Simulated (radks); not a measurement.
Problem. These are the eigenvalues of the occupied orbitals of an atom or ion with whole-number occupations (hartree). Method: scalar-relativistic Kohn-Sham, LDA (Slater exchange, Perdew-Wang correlation), spin-polarised, spherical densities, point nucleus; computed with a radial shooting solver on a logarithmic mesh with Libxc functionals.

orbital  eigenvalue
1s up     -2397.366
1s down   -2397.365
2s up     -410.1416
2s down   -410.1392
2p up     -360.2801
2p down   -360.2781
3s up     -93.52826
3s down   -93.52750
3p up     -78.63500
3p down   -78.63419
3d up     -60.97801
3d down   -60.97656
4s up     -18.91904
4s down   -18.91718
4p up     -14.03081
4p down   -14.02883
4d up      -7.71431
4d down    -7.71165
5s up      -2.60660
5s down    -2.58169
5p up      -1.45532
5p down    -1.41988
4f up      -0.75518
4f down    -0.74772
6s up      -0.31210
5d up      -0.24394
7s up      -0.05677

Which element is it, and in what charge state? The configuration may be excited. Open shells, if any, are filled with parallel spins first.

Solution. Z = 72, hafnium, charge 0: Hf in [Xe] 4f14 5d2 6s1 7s1. The list shows which subshells hold electrons but not how many an open one holds; the 1s level, -2397.4 hartree, gives Z - s = 69.2 by -(Z - s)^2/2, which with screening and relativity narrows Z to a few neighbours, and the depths of the outer levels then fix element, charge and occupations together.
